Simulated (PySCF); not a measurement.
## Electric properties by functional and basis

Compound: CH7GeNS.
Atom-mapped SMILES: `[CH3:1][NH:2][GeH2:3][SH:4]` (hydrogens: H5, H6, H7 on C1; H8 on N2; H9, H10 on Ge3; H11 on S4)

PySCF, dipoles from the SCF density, polarisabilities from static response with core orbitals frozen. Geometry: PBE0-D3(BJ)/def2-SVP, one conformer, isolated molecule. Relativistic effects, spin–orbit coupling among them, are left out although an element past zinc is present.

The anisotropy is √(½[(α1 − α2)² + (α2 − α3)² + (α3 − α1)²]).

| level | μ (D) | α (au) | anisotropy (au) |
| --- | --- | --- | --- |
| LDA/def2-SVPD | 1.738 | 80.47 | 22.30 |
| PBE/def2-SVPD | 1.729 | 79.12 | 22.04 |
| B3LYP/def2-SVPD | 1.671 | 76.54 | 19.84 |
| PBE0/def2-SVPD | 1.717 | 75.51 | 19.40 |
| BHandHLYP/def2-SVPD | 1.664 | 73.16 | 17.47 |
| CAM-B3LYP/def2-SVPD | 1.674 | 74.91 | 18.35 |
| wB97X-D/def2-SVPD | 1.732 | 74.45 | 18.16 |
| LC-wPBE/def2-SVPD | 1.742 | 72.49 | 17.14 |
| HF/def2-SVPD | 1.721 | 69.75 | 14.88 |
| PBE0/6-31G* | 2.073 | 60.36 | 16.98 |
| PBE0/def2-SVP | 1.855 | 60.81 | 13.68 |
| PBE0/aug-cc-pVDZ | 1.690 | 76.54 | 20.28 |
| PBE0/def2-TZVP | 1.735 | 70.09 | 18.34 |
| PBE0/def2-TZVPD | 1.648 | 76.57 | 19.78 |

The dipole runs from 1.65 D (PBE0/def2-TZVPD) to 2.07 D (PBE0/6-31G*). No reference polarisability is at hand; against PBE0 in the largest diffuse basis at hand (def2-TZVPD) the other PBE0 rows deviate by 6-31G* -21%, def2-SVP -21%, def2-SVPD -1%, aug-cc-pVDZ 0%, def2-TZVP -8%. In one basis (def2-SVPD) the functionals order the polarisability from HF (lowest) to LDA (highest), a spread of 15%. With PBE0 the polarisability is 63.75 au without diffuse functions (mean of 6-31G*, def2-SVP and def2-TZVP) and 76.21 au with them (mean of def2-SVPD, aug-cc-pVDZ and def2-TZVPD).
